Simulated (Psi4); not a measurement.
Relaxed torsion scan: SMILES [GeH3][CH2]C(=O)OC (C3H8GeO2). Scanned: dihedral O2–C3–C5–Ge6; all other coordinates were relaxed at GFN2-xTB. Points at φ and −φ are mirror images. Heavy atoms are numbered in the order of the SMILES COC(=O)[CH2][GeH3], hydrogens after them in the order of the atoms that carry them; the mirror image has the same energies with the sign of each dihedral reversed.

- PBE/def2-TZVP // GFN2-xTB (Psi4)
- PBE-D3(BJ)/def2-TZVP // GFN2-xTB (Psi4)
- wB97X-D/def2-TZVP // GFN2-xTB (Psi4)

Energies relative to the lowest point of each profile, in kcal/mol; the last columns give the difference from wB97X-D:

```json
[
 {"φ / °": "-150", "PBE/def2-TZVP": "1.5", "PBE-D3(BJ)/def2-TZVP": "1.7", "wB97X-D/def2-TZVP": "1.5", "PBE/def2-TZVP − wB97X-D/def2-TZVP": "0.1", "PBE-D3(BJ)/def2-TZVP − wB97X-D/def2-TZVP": "0.2"},
 {"φ / °": "-120", "PBE/def2-TZVP": "0.5", "PBE-D3(BJ)/def2-TZVP": "0.6", "wB97X-D/def2-TZVP": "0.6", "PBE/def2-TZVP − wB97X-D/def2-TZVP": "-0.1", "PBE-D3(BJ)/def2-TZVP − wB97X-D/def2-TZVP": "0.0"},
 {"φ / °": "-90", "PBE/def2-TZVP": "0.0", "PBE-D3(BJ)/def2-TZVP": "0.0", "wB97X-D/def2-TZVP": "0.0", "PBE/def2-TZVP − wB97X-D/def2-TZVP": "0.0", "PBE-D3(BJ)/def2-TZVP − wB97X-D/def2-TZVP": "0.0"},
 {"φ / °": "-60", "PBE/def2-TZVP": "0.8", "PBE-D3(BJ)/def2-TZVP": "0.8", "wB97X-D/def2-TZVP": "0.8", "PBE/def2-TZVP − wB97X-D/def2-TZVP": "0.1", "PBE-D3(BJ)/def2-TZVP − wB97X-D/def2-TZVP": "0.0"},
 {"φ / °": "-30", "PBE/def2-TZVP": "2.2", "PBE-D3(BJ)/def2-TZVP": "2.1", "wB97X-D/def2-TZVP": "2.1", "PBE/def2-TZVP − wB97X-D/def2-TZVP": "0.1", "PBE-D3(BJ)/def2-TZVP − wB97X-D/def2-TZVP": "0.0"},
 {"φ / °": "0", "PBE/def2-TZVP": "2.9", "PBE-D3(BJ)/def2-TZVP": "2.9", "wB97X-D/def2-TZVP": "2.8", "PBE/def2-TZVP − wB97X-D/def2-TZVP": "0.1", "PBE-D3(BJ)/def2-TZVP − wB97X-D/def2-TZVP": "0.0"},
 {"φ / °": "30", "PBE/def2-TZVP": "2.2", "PBE-D3(BJ)/def2-TZVP": "2.1", "wB97X-D/def2-TZVP": "2.1", "PBE/def2-TZVP − wB97X-D/def2-TZVP": "0.1", "PBE-D3(BJ)/def2-TZVP − wB97X-D/def2-TZVP": "0.0"},
 {"φ / °": "60", "PBE/def2-TZVP": "0.8", "PBE-D3(BJ)/def2-TZVP": "0.8", "wB97X-D/def2-TZVP": "0.8", "PBE/def2-TZVP − wB97X-D/def2-TZVP": "0.1", "PBE-D3(BJ)/def2-TZVP − wB97X-D/def2-TZVP": "0.0"},
 {"φ / °": "90", "PBE/def2-TZVP": "0.0", "PBE-D3(BJ)/def2-TZVP": "0.0", "wB97X-D/def2-TZVP": "0.0", "PBE/def2-TZVP − wB97X-D/def2-TZVP": "0.0", "PBE-D3(BJ)/def2-TZVP − wB97X-D/def2-TZVP": "0.0"},
 {"φ / °": "120", "PBE/def2-TZVP": "0.5", "PBE-D3(BJ)/def2-TZVP": "0.6", "wB97X-D/def2-TZVP": "0.6", "PBE/def2-TZVP − wB97X-D/def2-TZVP": "-0.1", "PBE-D3(BJ)/def2-TZVP − wB97X-D/def2-TZVP": "0.0"},
 {"φ / °": "150", "PBE/def2-TZVP": "1.5", "PBE-D3(BJ)/def2-TZVP": "1.7", "wB97X-D/def2-TZVP": "1.5", "PBE/def2-TZVP − wB97X-D/def2-TZVP": "0.1", "PBE-D3(BJ)/def2-TZVP − wB97X-D/def2-TZVP": "0.2"},
 {"φ / °": "180", "PBE/def2-TZVP": "2.0", "PBE-D3(BJ)/def2-TZVP": "2.1", "wB97X-D/def2-TZVP": "1.7", "PBE/def2-TZVP − wB97X-D/def2-TZVP": "0.2", "PBE-D3(BJ)/def2-TZVP − wB97X-D/def2-TZVP": "0.4"}
]
```

PBE/def2-TZVP is furthest from wB97X-D/def2-TZVP at 180 (0.2 kcal/mol, above); its mean absolute difference over the points is 0.1 kcal/mol.

PBE-D3(BJ)/def2-TZVP is furthest from wB97X-D/def2-TZVP at 180 (0.4 kcal/mol, above); its mean absolute difference over the points is 0.1 kcal/mol.
